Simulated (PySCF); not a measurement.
# Gallium: a sound run and one with changed settings

Sound run: Ga [Ar] 3d10 4s2 4p1, Ga⁺ [Ar] 3d10 4s2. All numbers are calculated (PySCF 2.14, no relativity, point nucleus, in def2-SVP). The sound run starts from symmetry-adapted Hartree-Fock orbitals and uses a fine grid where one is needed.

Changed run: initial guess minao, at most 5 SCF cycles. This setting is unsound on purpose.

```csv
species,method,sound run (hartree),changed run (hartree),converged
Ga,UHF,-1922.97414,-1922.97413,no
Ga,PBE,-1924.26790,-1924.26790,no
Ga,MN15,-1924.83754,-1924.83754,no
Ga⁺,UHF,-1922.77019,-1922.77019,no
Ga⁺,PBE,-1924.04716,-1924.04716,no
Ga⁺,MN15,-1924.61562,-1924.61562,no
```

The SCF was stopped early; the energies are upper bounds that still move, and correlated levels were skipped or rest on poor orbitals.
